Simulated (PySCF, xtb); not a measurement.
Cl₂I, SMILES Cl[I-]Cl, charge -1.

GFN2-xTB in xtb at its own geometry gives an orbital gap of 3.20 eV.

Coordinates come from a B3LYP-D3(BJ)/def2-SVPD optimisation. The def2 effective core potentials stand for the cores of I; spin–orbit coupling is left out.

Problem. What does PBE/def2-TZVPD in PySCF give? (The exact figures need the calculation; the answer reports its results.)

Solution. gap 2.57 eV (levels -1.66 and 0.92 eV).
